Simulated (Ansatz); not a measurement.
Species: C6H12, net charge 0, singlet state. SMILES: CC/C=C\CC
Coordinates optimised at B3LYP-D3(BJ)/def2-TZVP (Ansatz, a quantum-chemistry and plane-wave program):
```xyz
18

C      2.7611    -0.2245    -0.0421
C      1.4339     0.0940    -0.7403
C      0.5363     0.9440     0.1078
C     -0.6451     0.6169     0.6274
C     -1.3936    -0.6722     0.4680
C     -2.7115    -0.4876    -0.2933
H      2.5900    -0.8024     0.8679
H      3.4212    -0.8000    -0.6940
H      3.2843     0.6915     0.2411
H      1.6457     0.6272    -1.6736
H      0.9373    -0.8349    -1.0236
H      0.9251     1.9351     0.3297
H     -1.1553     1.3679     1.2260
H     -1.6143    -1.0770     1.4618
H     -0.7802    -1.4188    -0.0380
H     -3.3498     0.2478     0.2014
H     -2.5248    -0.1337    -1.3088
H     -3.2660    -1.4260    -0.3546
```
Charge 0, spin multiplicity 1.

Atomisation energy built up term by term with Ansatz (kcal/mol; UHF references for open shells; valence terms freeze the core; atomic spin-orbit terms are left out). CBS(X,Y): correlation extrapolated as X^-3; Hartree-Fock from the larger set.

```json
[
 {"term": "Hartree-Fock", "basis": "cc-pVQZ", "kcal/mol": "1327.57"},
 {"term": "CCSD correlation", "basis": "CBS(cc-pVTZ,cc-pVQZ)", "kcal/mol": "(withheld)"},
 {"term": "(T)", "basis": "CBS(cc-pVTZ,cc-pVQZ)", "kcal/mol": "(withheld)"},
 {"term": "core correlation", "basis": "cc-pwCVTZ", "kcal/mol": "6.86"},
 {"term": "scalar relativity (X2C)", "basis": "cc-pVTZ-DK against cc-pVTZ", "kcal/mol": "-1.10"},
 {"term": "sum: De", "basis": "", "kcal/mol": "(withheld)"}
]
```

Q: Fill in the missing entries.

A: 
- CCSD correlation, kcal/mol: 390.89
- (T), kcal/mol: 23.11
- sum: De, kcal/mol: 1747.3
